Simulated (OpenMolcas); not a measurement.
# Ru2+: the spin-orbit constant, worked from levels

```json
{
 "Program": "OpenMolcas",
 "Basis": "ANO-RCC-VTZP [7s6p4d2f1g]",
 "Scalar Hamiltonian": "DKH2, point nucleus",
 "Active space": "6 electrons in 6 orbitals (4d 5s)",
 "State averaging": "2S+1 = 7 even, 1 root; 2S+1 = 5 even, 30 roots; 2S+1 = 3 even, 127 roots (107 in the spin-orbit step); 2S+1 = 1 even, 102 roots (62 in the spin-orbit step)",
 "Spin-orbit coupling": "RASSI with atomic mean-field integrals over the reference wave functions, term energies averaged over their components"
}
```

Methods: CASSCF; MS-CASPT2, IPEA 0.25 Eh, imaginary shift 0.1 Eh (closed shells correlated: 4s 4p). Measured levels: Moore, Atomic Energy Levels, vol. III, NSRDS-NBS 35 (1971 reprint of NBS Circular 467, 1958).

**The spin-orbit constant.** For the Hund term 5D of d6, E(J) = (A/2) J(J+1) + constant and ζ = -2S·A = -4A. From J = 0 to J = 4 the energy changes by 10 A.

```json
{"Source": "CASSCF", "E(4) - E(0)": "-2654.2", "A": "-265.4", "ζ": "1062"}
{"Source": "MS-CASPT2", "E(4) - E(0)": "-2638.8", "A": "-263.9", "ζ": "1056"}
{"Source": "measured", "E(4) - E(0)": "-2476.0", "A": "-247.6", "ζ": "990"}
```

All in cm-1. MS-CASPT2 is off by +6.6 % and CASSCF by +7.2 %. Both methods take the spin-orbit matrix elements from the reference wave functions, so the second can move ζ only through the term energies and any multistate remixing. Second-order mixing with other terms is absorbed into this ζ.

CASPT2 breaks the degeneracy within a term, and the mean is taken; among the terms shown or strongly mixed into the levels shown the widest spread is 13 cm-1 (4d6 5D, MS-CASPT2). Some high roots are left out of the spin-orbit mixing, which shifts the levels that they would mix with. Without dynamic correlation excited terms often stand tens of per cent too high (terms of higher spin than the ground term too low), and those without a measured partner can miss by more than the paired ones (holds for CASSCF). Blocks of more than 70 roots (2S+1 = 3 even) ran without multistate coupling (holds for MS-CASPT2). Computed and measured levels are paired by configuration, term and J; levels that our copy of the source lacks, or whose pairing is in doubt (as where it misses far off the trend of its configuration), stay unpaired and out of the deviations. Levels of configurations outside the active space are missing.
